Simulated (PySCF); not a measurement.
Isomers of C6H14Si3, one GFN2-xTB conformer each. Single-point energies are computed at PBE0/pcSseg-1 (PySCF, gas phase, no added dispersion term), electronic only.

| SMILES | GFN2-xTB relative energy (kcal/mol) |
| --- | --- |
| C=C(C)[Si]([SiH3])([SiH3])C#CC | 9.7 |
| C[SiH2]C#C[C@@H]1[SiH2]C[Si@@H]1C | 0.0 |

Conformers: `[CH2:1]=[C:2]([CH3:3])[Si:4]([SiH3:5])([SiH3:6])[C:7]#[C:8][CH3:9]` with C1–C2–Si4–Si5 -112°; `[CH3:1][SiH2:2][C:3]#[C:4][C@@H:5]1[SiH2:6][CH2:7][Si@@H:8]1[CH3:9]` with C4–C5–Si6–C7 -128°, C5–Si6–C7–Si8 8°, Si6–C7–Si8–C9 105°, C4–C5–Si8–C7 128°.

**Question.** What does PBE0/pcSseg-1 give for the same structures?

**Answer.** 
| SMILES | PBE0/pcSseg-1 E (Eh) | PBE0/pcSseg-1 (kcal/mol) | GFN2-xTB (kcal/mol) | point group |
| --- | --- | --- | --- | --- |
| C[SiH2]C#C[C@@H]1[SiH2]C[Si@@H]1C | -1104.79345 | 0.0 | 0.0 | C1 |
| C=C(C)[Si]([SiH3])([SiH3])C#CC | -1104.74516 | 30.3 | 9.7 | C1 |

Both levels put the same isomer lowest. As drawn, the lower has a four-membered ring, which the higher lacks; the higher has an Si–Si bond and a C=C bond outside aromatic rings, which the lower lacks.

**Question.** Which frontier levels, dipoles and rotational constants go with these structures?

**Answer.** 
| SMILES | HOMO (eV, PBE0/pcSseg-1) | LUMO (eV) | dipole (D) | A, B, C (MHz) |
| --- | --- | --- | --- | --- |
| C[SiH2]C#C[C@@H]1[SiH2]C[Si@@H]1C | -6.79 | -0.11 | 2.21 | 1616, 458.3, 413.9 |
| C=C(C)[Si]([SiH3])([SiH3])C#CC | -7.16 | -0.53 | 1.50 | 922.6, 607.0, 590.8 |
